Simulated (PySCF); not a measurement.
Caution: the highest occupied level lies above zero, so the state may not be bound.

Delta-SCF ions had no search for a lower state. 

Cartesian coordinates (Å):
```xyz
14

C     -1.4458    -0.0844    -1.2189
Si    -0.2675    -0.0734     0.0906
C      0.5252     1.6261     0.4275
C      1.1624    -1.3123    -0.1337
O     -0.8579    -0.4941     1.6562
H     -2.0521     0.7813    -1.4744
H     -1.6491    -0.9685    -1.8181
H     -0.2516     2.3960     0.4755
H      1.2217     1.9043    -0.3680
H      1.0627     1.6370     1.3815
H      0.7647    -2.2931    -0.4137
H      1.7333    -1.4377     0.7924
H      1.8466    -0.9916    -0.9238
H     -1.7925    -0.6897     1.5269
```
Charge -1, spin multiplicity 1.

Question: Estimate the total energy, HOMO and vertical detachment energy (Delta-SCF) that PBE-D3(BJ)/def2-TZVPD // B3LYP-D3(BJ)/def2-TZVPD in PySCF 2.14.0 returns for this input.

Answer: 
```yaml
total_energy: -484.2086 Ha
HOMO: 1.29 eV
vertical detachment energy (Delta-SCF): 1.45 eV
```
